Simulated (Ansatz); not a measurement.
# Cost against result

Saddle point of Si₂NH₉O, closed shell (Si₂H₆O ([OH][SiH2][SiH3]) + NH₃ → SiNH₅O ([NH2][SiH2][OH]) + SiH₄; bonds formed: Si1–N7, Si2–H6; bonds broken: Si1–Si2, H6–N7), PBE0-D4/def2-TZVP structure:

```xyz
13
angstrom
Si -0.8624 0.0704 -1.0162
Si 0.7006 -0.9645 1.4160
H -1.5178 0.7040 -2.1952
H -0.4918 -1.2995 -1.4150
O -1.9071 0.4377 0.1765
H 1.2127 0.5877 -0.2890
N 0.6976 1.1271 -1.0443
H 1.6637 -0.5156 2.4847
H -0.5785 -1.0415 2.2404
H 1.0281 -2.4235 1.2573
H -1.6358 0.0645 1.0295
H 1.1770 1.1850 -1.9420
H 0.5138 2.0683 -0.7027
```

Barriers are electronic and count from the start structure reached by relaxing down the imaginary mode.

Ansatz 0.2.0; basis: as named in each row; cores frozen in the correlated methods. B3LYP uses VWN-RPA correlation. Extrapolation: Hartree–Fock as exp(−7.88 √X), correlation as X^−2.97.

Times are rough, for one single point on 8 threads of a shared host (Intel Xeon Platinum 8488C).

The estimate by CCSD(T) at an estimated basis limit (MP2 extrapolated from triple and quadruple zeta, plus CCSD(T) − MP2 in triple zeta) is 1.566 eV.

```json
{"method": "HF", "basis": "STO-3G", "time (s)": "under 1", "barrier (eV)": "3.687", "method less estimate": "2.121"}
{"method": "PBE-D4", "basis": "STO-3G", "time (s)": "under 1", "barrier (eV)": "2.129", "method less estimate": "0.562"}
{"method": "SPW92", "basis": "def2-SVP", "time (s)": "under 1", "barrier (eV)": "0.967", "method less estimate": "-0.599"}
{"method": "B3LYP-D4", "basis": "6-31G", "time (s)": "under 1", "barrier (eV)": "1.430", "method less estimate": "-0.137"}
{"method": "PBE-D4", "basis": "def2-SVP", "time (s)": "under 1", "barrier (eV)": "1.253", "method less estimate": "-0.313"}
{"method": "PBE0-D4", "basis": "def2-SVP", "time (s)": "under 1", "barrier (eV)": "1.395", "method less estimate": "-0.171"}
{"method": "SPW92", "basis": "def2-TZVPP", "time (s)": "under 1", "barrier (eV)": "1.037", "method less estimate": "-0.529"}
{"method": "PBE-D4", "basis": "def2-TZVPP", "time (s)": "1", "barrier (eV)": "1.287", "method less estimate": "-0.279"}
{"method": "BLYP-D4", "basis": "def2-TZVPP", "time (s)": "1", "barrier (eV)": "1.399", "method less estimate": "-0.168"}
{"method": "BHLYP-D4", "basis": "def2-TZVPP", "time (s)": "1", "barrier (eV)": "1.625", "method less estimate": "0.059"}
{"method": "wB97M-V", "basis": "def2-SVP", "time (s)": "1", "barrier (eV)": "1.432", "method less estimate": "-0.134"}
{"method": "B3LYP-D4", "basis": "def2-TZVPP", "time (s)": "1", "barrier (eV)": "1.487", "method less estimate": "-0.079"}
{"method": "CAM-B3LYP-D4", "basis": "def2-TZVPP", "time (s)": "2", "barrier (eV)": "1.543", "method less estimate": "-0.023"}
{"method": "CCSD(T)", "basis": "def2-SVP", "time (s)": "2", "barrier (eV)": "1.659", "method less estimate": "0.092"}
{"method": "PBE0-D4", "basis": "def2-TZVPP", "time (s)": "2", "barrier (eV)": "1.399", "method less estimate": "-0.168"}
{"method": "r2SCAN-D4", "basis": "def2-TZVPP", "time (s)": "2", "barrier (eV)": "1.419", "method less estimate": "-0.147"}
{"method": "r2SCAN0-D4", "basis": "def2-TZVPP", "time (s)": "2", "barrier (eV)": "1.475", "method less estimate": "-0.091"}
{"method": "RPA on PBE", "basis": "def2-TZVPP", "time (s)": "2", "barrier (eV)": "1.578", "method less estimate": "0.012"}
{"method": "B97M-V", "basis": "def2-TZVPP", "time (s)": "3", "barrier (eV)": "1.493", "method less estimate": "-0.074"}
{"method": "PBE-QIDH", "basis": "def2-TZVPP", "time (s)": "3", "barrier (eV)": "1.510", "method less estimate": "-0.057"}
{"method": "B2PLYP", "basis": "def2-TZVPP", "time (s)": "3", "barrier (eV)": "1.556", "method less estimate": "-0.010"}
{"method": "wB97X-V", "basis": "def2-TZVPP", "time (s)": "3", "barrier (eV)": "1.604", "method less estimate": "0.038"}
{"method": "wB97M-V", "basis": "def2-TZVPP", "time (s)": "3", "barrier (eV)": "1.484", "method less estimate": "-0.082"}
{"method": "MP2", "basis": "def2-QZVPP", "time (s)": "10", "barrier (eV)": "1.556", "method less estimate": "-0.010"}
{"method": "CCSD(T)", "basis": "def2-TZVPP", "time (s)": "46", "barrier (eV)": "1.553", "method less estimate": "-0.013"}
```

All methods are single points on the PBE0-D4 structures.

No T1 diagnostic of these runs exceeds 0.013.

Labels in which every atom is bracketed show which atoms are joined, not bond orders.
